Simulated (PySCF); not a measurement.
PySCF input file for Te(OMe)(SiH3) (CH6OSiTe), SMILES CO[Te][SiH3], TDDFT-PBE/def2-SVPD. Geometry optimised at PBE0-D3(BJ)/def2-SVP. The structure was generated by enumeration, and PubChem lists no compound with its InChIKey, so it may never have been made. The def2 effective core potentials stand for the cores of Te; spin–orbit coupling is left out. The values are those of a single conformer.

```python
import numpy as np
from pyscf import gto, scf, dft, tdscf

mol = gto.M(
    atom='''
    Te    0.13715563    0.02294241    0.68509712
    O     1.26926902    0.55241391   -0.90018222
    C     1.82282309   -0.49867968   -1.64462945
    H     1.05806274   -1.15512225   -2.10219859
    H     2.40466405   -0.03472078   -2.45871961
    H     2.50768201   -1.13558848   -1.05418163
    Si   -1.93826710   -0.01380972   -0.71547700
    H    -1.75947140   -0.94947105   -1.86455738
    H    -2.26020060    1.34761037   -1.23138048
    H    -3.03818085   -0.49960983    0.17189988
    ''',
    basis='def2-SVPD',
    ecp={'Te': 'def2-svp'},
    charge=0,
    spin=0,
    max_memory=1600,
    verbose=4,
)
mf = dft.RKS(mol, xc='pbe').density_fit(auxbasis='def2-universal-jkfit')
mf.grids.level = 3
mf.conv_tol = 1e-9
mf.max_cycle = 100
mf.kernel()
mf.grids = dft.Grids(mol).set(level=1).build(with_non0tab=True)  # coarser grid for the response kernel
td = tdscf.TDDFT(mf)
td.singlet = True
td.nstates = 10
td.conv_tol = 1e-4
td.positive_eig_threshold = 1e-6
td.kernel(x0=td.get_init_guess(mf, 15))
td.analyze()
tt = tdscf.TDA(mf)
tt.singlet = False
tt.nstates = 4
tt.conv_tol = 1e-4
tt.positive_eig_threshold = 1e-6
tt.kernel(x0=tt.get_init_guess(mf, 9))
tt.analyze(verbose=3)
```

Program output:

```
PySCF version 2.14.0

[INPUT] verbose = 4
[INPUT] num. atoms = 10
[INPUT] num. electrons = 58
[INPUT] charge = 0
[INPUT] spin (= nelec alpha-beta = 2S) = 0
[INPUT] symmetry False subgroup None
[INPUT] Mole.unit = angstrom
[INPUT] Symbol           X                Y                Z      unit          X                Y                Z       unit  Magmom
[INPUT]  1 Te     0.137155630000   0.022942410000   0.685097120000 AA    0.259186577142   0.043354871537   1.294645925528 Bohr   0.0
[INPUT]  2 O      1.269269020000   0.552413910000  -0.900182220000 AA    2.398570826195   1.043910997300  -1.701097858003 Bohr   0.0
[INPUT]  3 C      1.822823090000  -0.498679680000  -1.644629450000 AA    3.444636413633  -0.942368019086  -3.107899236894 Bohr   0.0
[INPUT]  4 H      1.058062740000  -1.155122250000  -2.102198590000 AA    1.999448801207  -2.182864692891  -3.972579594547 Bohr   0.0
[INPUT]  5 H      2.404664050000  -0.034720780000  -2.458719610000 AA    4.544156476087  -0.065612765031  -4.646306679997 Bohr   0.0
[INPUT]  6 H      2.507682010000  -1.135588480000  -1.054181630000 AA    4.738832206399  -2.145951217411  -1.992114566248 Bohr   0.0
[INPUT]  7 Si    -1.938267100000  -0.013809720000  -0.715477000000 AA   -3.662793975255  -0.026096588657  -1.352055578425 Bohr   0.0
[INPUT]  8 H     -1.759471400000  -0.949471050000  -1.864557380000 AA   -3.324919070005  -1.794240247703  -3.523502791737 Bohr   0.0
[INPUT]  9 H     -2.260200600000   1.347610370000  -1.231380480000 AA   -4.271160120578   2.546614521924  -2.326971862335 Bohr   0.0
[INPUT] 10 H     -3.038180850000  -0.499609830000   0.171899880000 AA   -5.741329723398  -0.944125747841   0.324843694046 Bohr   0.0

nuclear repulsion = 260.94728642778
number of shells = 64
number of NR pGTOs = 235
number of NR cGTOs = 150
basis = def2-SVPD
ecp = {'Te': 'def2-svp'}


[settings echo left out]
init E= -646.016438564372

WARN: HOMO -0.638829193021872 == LUMO -0.638312601464416

cycle= 1 E= -669.72217062426  delta_E= -23.7  |g|= 3.64  |ddm|= 13.8
  HOMO = 0.0215930747108907  LUMO = 0.0239267538914811  gap/eV = 0.06350
cycle= 2 E= -567.738036281275  delta_E=  102  |g|= 15.9  |ddm|=  239
  HOMO = -0.0864302178004077  LUMO = -0.0322159311670189  gap/eV = 1.47525
cycle= 3 E= -662.326070946454  delta_E= -94.6  |g|= 4.62  |ddm|=  225
  HOMO = -0.137924602629772  LUMO = -0.119226511305091  gap/eV = 0.50880
cycle= 4 E= -667.916748386099  delta_E= -5.59  |g|= 3.74  |ddm|= 21.2
  HOMO = -0.200817589785287  LUMO = -0.100352447727547  gap/eV = 2.73380
cycle= 5 E= -673.86142496118  delta_E= -5.94  |g|= 0.606  |ddm|= 6.11
  HOMO = -0.169510087362363  LUMO = -0.0800159894077524  gap/eV = 2.43526
cycle= 6 E= -673.829859806906  delta_E= 0.0316  |g|= 0.758  |ddm|= 1.23
  HOMO = -0.177951559311838  LUMO = -0.089674376672356  gap/eV = 2.40214
cycle= 7 E= -673.947298378413  delta_E= -0.117  |g|= 0.17  |ddm|= 0.618
  HOMO = -0.200621769192972  LUMO = -0.106432173071177  gap/eV = 2.56303
cycle= 8 E= -673.956450774643  delta_E= -0.00915  |g|= 0.15  |ddm|= 0.42
  HOMO = -0.199680506972464  LUMO = -0.11108709465703  gap/eV = 2.41075
cycle= 9 E= -673.960927640071  delta_E= -0.00448  |g|= 0.0602  |ddm|= 0.204
  HOMO = -0.19708757063436  LUMO = -0.10811595772531  gap/eV = 2.42104
cycle= 10 E= -673.961810710986  delta_E= -0.000883  |g|= 0.0165  |ddm|= 0.0863
  HOMO = -0.197713340052921  LUMO = -0.108530527100122  gap/eV = 2.42679
cycle= 11 E= -673.961915434616  delta_E= -0.000105  |g|= 0.0026  |ddm|= 0.029
  HOMO = -0.197507704424949  LUMO = -0.108299187760593  gap/eV = 2.42749
cycle= 12 E= -673.961917958943  delta_E= -2.52e-06  |g|= 0.000441  |ddm|= 0.00637
  HOMO = -0.197532227524411  LUMO = -0.108311543293489  gap/eV = 2.42782
cycle= 13 E= -673.961918026931  delta_E= -6.8e-08  |g|= 0.000119  |ddm|= 0.00107
  HOMO = -0.197522270755337  LUMO = -0.108303860805314  gap/eV = 2.42776
cycle= 14 E= -673.96191803235  delta_E= -5.42e-09  |g|= 2.73e-05  |ddm|= 0.000272
  HOMO = -0.197523736316995  LUMO = -0.108305214452336  gap/eV = 2.42776
cycle= 15 E= -673.96191803261  delta_E= -2.6e-10  |g|= 7.84e-06  |ddm|= 6.01e-05
  HOMO = -0.197523286668368  LUMO = -0.108305197512649  gap/eV = 2.42775
Extra cycle  E= -673.961918032588  delta_E= 2.21e-11  |g|= 1.2e-05  |ddm|= 2.94e-05
converged SCF energy = -673.961918032588
tot grids = 39632
Overwritten attributes  positive_eig_threshold  of <class 'pyscf.tdscf.rks.CasidaTDDFT'>


******** <class 'pyscf.tdscf.rks.CasidaTDDFT'> for <class 'pyscf.df.df_jk.DFRKS'> ********
nstates = 10 singlet
deg_eia_thresh = 1.000e-03
wfnsym = None
conv_tol = 0.0001
eigh lindep = 1e-12
eigh level_shift = 0
eigh max_cycle = 100


Excitation energies (eV)
[2.73380748 3.45419471 4.27512277 5.02926063 5.07712334 5.18205489
 5.3219927  5.60631816 5.67470425 5.85152697]

** Singlet excitation energies and oscillator strengths **
Excited State   1:      2.73381 eV    453.52 nm  f=0.0008
      29 -> 30       -0.70647
Excited State   2:      3.45419 eV    358.94 nm  f=0.0009
      28 -> 30        0.70535
Excited State   3:      4.27512 eV    290.01 nm  f=0.0109
      29 -> 31        0.70288
Excited State   4:      5.02926 eV    246.53 nm  f=0.0328
      26 -> 30        0.14914
      27 -> 30        0.34310
      28 -> 31        0.58441
Excited State   5:      5.07712 eV    244.20 nm  f=0.0196
      27 -> 30       -0.10660
      29 -> 32        0.69065
Excited State   6:      5.18205 eV    239.26 nm  f=0.0785
      26 -> 30       -0.14891
      27 -> 30       -0.52078
      28 -> 31        0.33545
      29 -> 32       -0.12481
      29 -> 33       -0.22926
Excited State   7:      5.32199 eV    232.97 nm  f=0.0215
      26 -> 30        0.64238
      27 -> 30       -0.22227
      29 -> 33        0.13946
Excited State   8:      5.60632 eV    221.15 nm  f=0.0373
      29 -> 33       -0.38261
      29 -> 34       -0.55105
Excited State   9:      5.67470 eV    218.49 nm  f=0.0534
      26 -> 30       -0.13010
      26 -> 31        0.10413
      29 -> 33        0.45636
      29 -> 34       -0.41745
      29 -> 35       -0.23017
Excited State  10:      5.85153 eV    211.88 nm  f=0.0041
      24 -> 30       -0.14823
      25 -> 30       -0.11422
      28 -> 32       -0.31632
      29 -> 33        0.13395
      29 -> 35        0.56614

** Transition electric dipole moments (AU) **
state          X           Y           Z        Dip. S.      Osc.
  1         0.0638     -0.0511     -0.0714      0.0118      0.0008
  2        -0.0964      0.0102      0.0416      0.0111      0.0009
  3        -0.0655      0.3137      0.0345      0.1039      0.0109
  4        -0.1770      0.1055     -0.4733      0.2664      0.0328
  5         0.0172     -0.3919     -0.0640      0.1580      0.0196
  6        -0.7523      0.0353      0.2259      0.6183      0.0785
  7        -0.2687     -0.0840      0.2925      0.1648      0.0215
  8         0.5122     -0.0890      0.0385      0.2717      0.0373
  9        -0.5459     -0.2024     -0.2125      0.3841      0.0534
 10         0.0015     -0.1645     -0.0420      0.0288      0.0041

WARN: ECP detected. Skipping calculation of transition velocity and magnetic dipole moments, which have not yet been implemented.

Overwritten attributes  positive_eig_threshold  of <class 'pyscf.tdscf.rks.TDA'>


******** <class 'pyscf.tdscf.rks.TDA'> for <class 'pyscf.df.df_jk.DFRKS'> ********
nstates = 4 triplet
deg_eia_thresh = 1.000e-03
wfnsym = None
conv_tol = 0.0001
eigh lindep = 1e-12
eigh level_shift = 0
eigh max_cycle = 100


Excitation energies (eV)
[2.0956549  2.98281837 3.86104824 4.19130532]

** Triplet excitation energies and oscillator strengths **
Excited State   1:      2.09565 eV    591.63 nm  f=0.0000
Excited State   2:      2.98282 eV    415.66 nm  f=0.0000
Excited State   3:      3.86105 eV    321.12 nm  f=0.0000
Excited State   4:      4.19131 eV    295.81 nm  f=0.0000
```

The calculation finished and met its thresholds.

Cost: about 90 core-seconds (a rough figure).
